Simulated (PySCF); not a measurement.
Excitation energy of N by level of theory

N [He] 2s2 2p3 (4S) → N [He] 2s1 2p3 3d1 (6D), as a difference of total energies. Calculation: PySCF 2.14, in aug-cc-pVQZ with one added diffuse shell each of s, p, d, f, g type (7s6p5d4f3g, 105 functions); no relativity, point nucleus. Correlated levels: valence: 1s2 frozen. The calculations carry no spin-orbit coupling.

```tsv
method	excitation energy (eV)
UHF	16.874
LDA	19.164
PBE	18.833
PBE0	18.786
r2SCAN	18.425
BLYP	19.513
PW91	18.913
B97-3	19.153
wB97X	19.006
MP2 (valence)	18.880
SCS-MP2 (valence)	19.271
```

**Question.** How much does correlation contribute at MP2 (valence)?

**Answer.** 18.880 − (16.874) = 2.006 eV, measured against UHF.

The upper state lies above the first ionisation limit, but in LS coupling its spin forbids autoionisation to the ground ion. A Rydberg-like electron needs more diffuse functions than a valence basis has.

The promoted electron is Rydberg-like, and one or two diffuse shells describe it only roughly, which tends to raise the upper state.
